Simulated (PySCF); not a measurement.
SMILES C=CCCC=C, singlet at its GFN2-xTB optimised geometry (Å):

```
16

C      2.0108    -0.8265     0.0000
C      0.6914    -0.8265     0.0000
C     -0.1563     0.4041     0.0000
C     -1.0134     0.4820    -1.2741
C     -1.8751     1.7027    -1.2667
C     -1.8030     2.6752    -2.1555
H      2.5840    -1.7381    -0.0080
H      2.5762     0.0913     0.0138
H      0.1465    -1.7622    -0.0180
H      0.4736     1.2931     0.0665
H     -0.8190     0.3884     0.8703
H     -1.6468    -0.4086    -1.3277
H     -0.3605     0.4894    -2.1488
H     -2.5840     1.7622    -0.4501
H     -1.1039     2.6411    -2.9754
H     -2.4394     3.5426    -2.1088
```

Calculation: PBE/def2-TZVP in PySCF.

Map of the Laplacian of the electron density (e/bohr⁵) on the plane z = 1.5 Å:

```
|000000000000000000000000000|
|000000000000000000000000000|
|000000000000000000000000000|
|000000000000000000000000000|
|000000000000000000000000000|
|000000000000000000000000000|
|000000000000000000000000000|
|000000000000000000000000000|
|000000000000000000000000000|
|000000000001110000000000000|
|000000000012221000000000000|
|000000000157632100000000000|
|000000000279842100000000000|
|000000000157632111110000000|
|000000000012222211111000000|
|000000000001112222211000000|
|000000000000011111111000000|
|000000000000001111110000000|
|000000000000000000000000000|
|000000000000000000000000000|
|000000000000000000000000000|
|000000000000000000000000000|
|000000000000000000000000000|
|000000000000000000000000000|
|000000000000000000000000000|
|000000000000000000000000000|
|000000000000000000000000000|
```
Scale: ten equal steps from 0.000 (start of '0') to 0.070 (end of '9'), in the order '0123456789'; x runs from -5.00 to 5.00, y from -5.00 (bottom) to 5.00 (top).
